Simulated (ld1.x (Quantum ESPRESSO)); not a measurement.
Transferability test, ultrasoft potential for copper

* Element: copper
* Generator: ld1.x (Quantum ESPRESSO) 7.5
* Type: ultrasoft
* Functional: PBEsol
* Relativity: scalar-relativistic
* Frozen core: [Ne] 3s2
* Valence charge: 17
* Reference configuration: 3p6 3d10 4s1 4p0
* Partial waves: 4s (bound): rcut 1.70, rcutus 1.95 bohr; 4s channel at 3.7 Ry: rcut 1.70, rcutus 1.95 bohr; 3p (bound): rcut 1.20, rcutus 1.70 bohr; 4p (bound, empty): rcut 1.20, rcutus 1.70 bohr; 3d (bound): rcut 1.25, rcutus 1.55 bohr; 3d channel at 0.9 Ry: rcut 1.25, rcutus 1.55 bohr
* Local potential: all-electron potential smoothed inside 1.80 bohr (lloc = -1)
* Core correction: Bessel-smoothed model core inside 1.55 bohr
* Augmentation charge: PSQ, radius 1.25 bohr

Energies are relative to the spin-unpolarised reference configuration 3p6 3d10 4s1 4p0; without spin polarisation the order of configurations can differ from experiment.

| valence configuration | charge | ΔE all-electron (eV) | error AE − PS (meV) |
| --- | --- | --- | --- |
| 3p6 3d10 4s0 4p0 | +1 | 8.103 | +1.5 |
| 3p6 3d8 4s0 4p0 | +3 | 68.408 | +41 |
| 3p6 3d10 4s0.5 4p0 | +0.5 | 3.154 | +0.2 |
| 3p6 3d9 4s1 4p0 | +1 | 11.606 | +5.4 |
| 3p6 3d9 4s2 4p0 | 0 | 1.985 | +16 |
| 3p5 3d10 4s1 4p0 | +1 | 79.400 | +19 |

Problem. What are ΔE and the potential's error for 3p6 3d9 4s0 4p0?

Solution. ΔE = 29.416 eV all-electron; the error (AE − PS) is -9.1 meV.

Levels in the configuration 3p6 3d9 4s1 4p0:

| level | all-electron (eV) | pseudo (eV) |
| --- | --- | --- |
| 3p | -86.577 | -86.552 |
| 3d | -18.888 | -18.863 |
| 4s | -13.585 | -13.596 |
